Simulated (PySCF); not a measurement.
## Molecular orbitals of WN

r²SCAN at R = 1.657 Å; basis W def2-TZVPPD with ECP60, N def2-TZVPPD; scalar-relativistic core potentials; PySCF 2.14. State: ⁴Σ⁻ (quartet), unpaired electrons σ ↑, δ ↑↑. Only the outer orbitals are listed, counted within each symmetry, core potentials removing the inner ones.

```tsv
spin	orbital	occ.	ε (eV)	on W (%)	main shells (%)
α	4σ	1	-17.47	22	77 N s, 12 W d
α	2π	1	-7.49	52	51 W d, 47 N p
α	2π	1	-7.49	52	51 W d, 47 N p
α	5σ	1	-7.26	44	43 W d, 39 N p, 17 N s
α	6σ	1	-6.18	96	88 W s
α	1δ	1	-5.26	100	100 W d
α	1δ	1	-5.26	100	100 W d
α	3π	0	-2.52	77	51 W p, 27 W d, 22 N p
α	3π	0	-2.52	77	51 W p, 27 W d, 22 N p
α	7σ	0	-1.37	77	51 W p, 24 N p, 24 W d
β	1π	1	-40.91	100	100 W p
β	1π	1	-40.91	100	100 W p
β	4σ	1	-18.05	19	80 N s, 10 W d
β	2π	1	-7.36	33	67 N p, 30 W d
β	2π	1	-7.36	33	67 N p, 30 W d
β	5σ	1	-7.10	28	57 N p, 24 W d, 15 N s
β	6σ	0	-2.76	103	90 W s, 8 W d
β	1δ	0	-1.48	99	99 W d
β	1δ	0	-1.48	99	99 W d
```

Problem. Which are the highest filled and the lowest empty level, where do they sit, and how wide is the gap?

Solution. Highest filled α 1δ at -5.26 eV (in %: 100 W d); lowest empty β 6σ at -2.76 eV (in %: 90 W s, 8 W d); the gap at r²SCAN is 2.50 eV.

The bond order (Mayer) is 2.84 and the ⟨S²⟩ is 3.840. The charge on W (Mulliken, basis-dependent) is 0.31, the charge on W (Löwdin, basis-dependent) is 0.37 and the dipole moment (positive dipole means W(−)N(+)) is -4.10 D.

Shares are Mulliken populations and can fall outside 0 to 100 %.

Spin–orbit coupling is left out. The state is the lowest single determinant that the PBE0 search found; with open d or f shells the true ground state can be another one.
